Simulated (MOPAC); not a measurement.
A run for MOPAC: PM3 on BH3O3 (SMILES OB(O)O), a point of a torsion scan.

```
PM3 1SCF PRECISE CHARGE=0 THREADS=1
BH3O3

O     -1.15804776 1    -0.90899891 1     0.12366068 1
B     -0.40048163 1     0.09556005 1     0.61566299 1
O     -0.22275216 1     0.14840123 1     1.96018601 1
O      0.09096196 1     1.03010678 1    -0.26015182 1
H     -1.49242129 1    -0.74193948 1    -0.75626280 1
H      0.35945608 1     0.82897978 1     2.29383002 1
H      0.62176076 1     1.73719405 1     0.10243852 1
```

It printed:

```
*******************************************************************************
 **                                                                           **
 **                              MOPAC v23.2.5                                **
 **                                                                           **
 *******************************************************************************
 ** MOPAC's Digital Object Identifier: https://doi.org/10.5281/zenodo.6511958 **
 **                                                                           **
 ** Please cite the open-source release paper for use of this MOPAC version:  **
 ** J. E. Moussa and J. J. P. Stewart (2026)                                  **
 ** MOPAC: An open-source semiempirical molecular orbital program             **
 ** J. Open Source Softw., 11(119), 8025, https://doi.org/10.21105/joss.08025 **
 *******************************************************************************

                              PM3 CALCULATION RESULTS

 *******************************************************************************
 *  PM3        - The PM3 Hamiltonian to be used
 *
 *
 *
 *                 CHARGE ON SYSTEM = 0
 *
 *
 *
 *  PRECISE    - TIGHTER CRITERIA TO BE USED
 *  1SCF       - DO 1 SCF AND THEN STOP
 *  THREADS=1  - MULTI-THREADING NOT USED
 *  T=         - A TIME OF 172800.0 SECONDS REQUESTED
 *  DUMP=N     - RESTART FILE WRITTEN EVERY 7200.0 SECONDS REQUESTED
 *******************************************************************************
PM3 1SCF PRECISE CHARGE=0 THREADS=1
 BH3O3

   ATOM   CHEMICAL          X               Y               Z
  NUMBER   SYMBOL      (ANGSTROMS)     (ANGSTROMS)     (ANGSTROMS)

     1       O         -1.15804776  *  -0.90899891  *   0.12366068  *
     2       B         -0.40048163  *   0.09556005  *   0.61566299  *
     3       O         -0.22275216  *   0.14840123  *   1.96018601  *
     4       O          0.09096196  *   1.03010678  *  -0.26015182  *
     5       H         -1.49242129  *  -0.74193948  *  -0.75626280  *
     6       H          0.35945608  *   0.82897978  *   2.29383002  *
     7       H          0.62176076  *   1.73719405  *   0.10243852  *



          CARTESIAN COORDINATES

    NO.       ATOM           X           Y           Z

     1         O         -1.1580     -0.9090      0.1237
     2         B         -0.4005      0.0956      0.6157
     3         O         -0.2228      0.1484      1.9602
     4         O          0.0910      1.0301     -0.2602
     5         H         -1.4924     -0.7419     -0.7563
     6         H          0.3595      0.8290      2.2938
     7         H          0.6218      1.7372      0.1024

  H: (PM3): J. J. P. STEWART, J. COMP. CHEM. 10, 209 (1989).
  B: (PM3): J. J. P. STEWART, J. MOL. MOD., 10, 155-164 (2004)
  O: (PM3): J. J. P. STEWART, J. COMP. CHEM. 10, 209 (1989).

           Empirical Formula: H3 O3 B  =     7 atoms



      MOLECULAR POINT GROUP   :   C1


      RHF CALCULATION, NO. OF DOUBLY OCCUPIED LEVELS = 12


 -------------------------------------------------------------------------------
 PM3 1SCF PRECISE CHARGE=0 THREADS=1
 BH3O3



     1SCF WAS SPECIFIED, SO BFGS WAS NOT USED
     SCF FIELD WAS ACHIEVED


                              PM3 CALCULATION
                                                       MOPAC v23.2.5 Linux




          FINAL HEAT OF FORMATION =       -231.94442 KCAL/MOL =    -970.45544 KJ/MOL


          COSMO AREA              =         86.43 SQUARE ANGSTROMS
          COSMO VOLUME            =         67.70 CUBIC ANGSTROMS

          IONIZATION POTENTIAL    =         12.363114 EV
          HOMO LUMO ENERGIES (EV) =        -12.363  1.853
          NO. OF FILLED LEVELS    =         12
          MOLECULAR WEIGHT        =         61.8319         POINT GROUP:  C1

          MOLECULAR DIMENSIONS (Angstroms)

            Atom       Atom       Distance
            H     6    H     5     3.89876
            H     7    O     1     2.56504
            O     4    O     3     0.23940


          SCF CALCULATIONS        =          1





   ATOM   CHEMICAL          X               Y               Z
  NUMBER   SYMBOL      (ANGSTROMS)     (ANGSTROMS)     (ANGSTROMS)

     1       O         -1.15804776  *  -0.90899891  *   0.12366068  *
     2       B         -0.40048163  *   0.09556005  *   0.61566299  *
     3       O         -0.22275216  *   0.14840123  *   1.96018601  *
     4       O          0.09096196  *   1.03010678  *  -0.26015182  *
     5       H         -1.49242129  *  -0.74193948  *  -0.75626280  *
     6       H          0.35945608  *   0.82897978  *   2.29383002  *
     7       H          0.62176076  *   1.73719405  *   0.10243852  *

                             CARTESIAN COORDINATES

   1    O       -1.158047760    -0.908998910     0.123660680
   2    B       -0.400481630     0.095560050     0.615662990
   3    O       -0.222752160     0.148401230     1.960186010
   4    O        0.090961960     1.030106780    -0.260151820
   5    H       -1.492421290    -0.741939480    -0.756262800
   6    H        0.359456080     0.828979780     2.293830020
   7    H        0.621760760     1.737194050     0.102438520


           Empirical Formula: H3 O3 B  =     7 atoms



      MOLECULAR POINT GROUP   :   C1


                  EIGENVALUES
 -39.26719 -38.65584 -37.94369 -21.70881 -19.54114 -17.39664 -16.85320 -16.13069
 -14.12950 -12.70709 -12.45625 -12.36311   1.85262   2.14972   3.20850   3.95008
   4.39812   5.45658   5.99200


              NET ATOMIC CHARGES AND DIPOLE CONTRIBUTIONS

  ATOM NO.   TYPE          CHARGE      No. of ELECS.   s-Pop       p-Pop
    1          O          -0.167034        6.1670     1.70350     4.46354
    2          B           0.012610        2.9874     0.98977     1.99762
    3          O          -0.216919        6.2169     1.70329     4.51363
    4          O          -0.296035        6.2960     1.71767     4.57837
    5          H           0.233013        0.7670     0.76699
    6          H           0.217823        0.7822     0.78218
    7          H           0.216542        0.7835     0.78346
 DIPOLE           X         Y         Z       TOTAL
 POINT-CHG.     0.360     0.960    -0.074     1.028
 HYBRID         0.619     1.048    -0.121     1.223
 SUM            0.979     2.007    -0.195     2.242


          ATOMIC ORBITAL ELECTRON POPULATIONS

     Atom    s        px        py        pz
    1  O   1.70350   1.60838   1.50097   1.35418
    2  B   0.98977   0.65954   0.66110   0.67697
    3  O   1.70329   1.59915   1.55217   1.36231
    4  O   1.71767   1.61308   1.39042   1.57487
    5  H   0.76699
    6  H   0.78218
    7  H   0.78346

 **********************
 *                    *
 * JOB ENDED NORMALLY *
 *                    *
 **********************




 == MOPAC DONE ==
```

The run finished.

Cost: about 0.020 core-seconds (a rough figure).
